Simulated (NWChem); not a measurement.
NH3TeSe; SMILES N[Te][SeH]

```xyz
6

Te     0.3190    -0.8433    -0.0073
N     -1.6051    -1.4871    -0.0096
H     -1.8549    -2.0151     0.8220
H     -1.8612    -1.9892    -0.8551
Se    -0.0445     1.6598    -0.0281
H     -0.1211     1.8310     1.4350
```
Atoms are numbered in this order, from 1.

Computed with NWChem. Coordinates come from a PBE0/def2-SVP optimisation. Not confirmed as a minimum by frequencies. def2 effective core potentials on Te; no spin-orbit coupling. Ions are spin-unrestricted doublets at the neutral geometry; other ion states weren't tried.

For level B3LYP/def2-SVP:

```yaml
vertical ionisation energy, ΔSCF (eV): 8.45
"−ε(HOMO) (eV)": 6.04
```

Estimate the same quantities for level PBE/def2-SVP.

The vertical ionisation energy, ΔSCF (eV) is 8.27 and the −ε(HOMO) (eV) is 5.18.
